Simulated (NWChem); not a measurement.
Species: tetramethylsilane (C4H12Si); SMILES [Si](C)(C)(C)C

```xyz
17

C     -0.9935    -1.0631    -1.2003
Si    -0.0003     0.0002    -0.0001
C     -1.1733     0.8344     1.2187
C      1.2175    -1.0876     0.9441
C      0.9477     1.3164    -0.9626
H     -1.5602    -1.8428    -0.6664
H     -0.3348    -1.5660    -1.9264
H     -1.7153    -0.4546    -1.7684
H     -0.6222     1.4647     1.9349
H     -1.7421     0.0888     1.7972
H     -1.8994     1.4776     0.6962
H      0.6925    -1.8688     1.5168
H      1.9185    -1.5896     0.2580
H      1.8131    -0.4938     1.6559
H      1.6421     0.8590    -1.6854
H      0.2616     1.9698    -1.5250
H      1.5396     1.9548    -0.2873
```
Atoms are numbered in this order, from 1.

Results from NWChem. Geometry: optimised at PBE0/def2-SVP. No frequency run checked for a minimum. GIAO values for the isolated, static molecule; σ is the absolute isotropic shielding.

Question: What does the run give for KT2/pcSseg-1? Quantities: σ C1 (ppm); σ Si2 (ppm); σ H6 (ppm).

Answer: 
```
Item         Value
-----------  -----
σ C1 (ppm)   183.2
σ Si2 (ppm)  360.9
σ H6 (ppm)   31.18
```
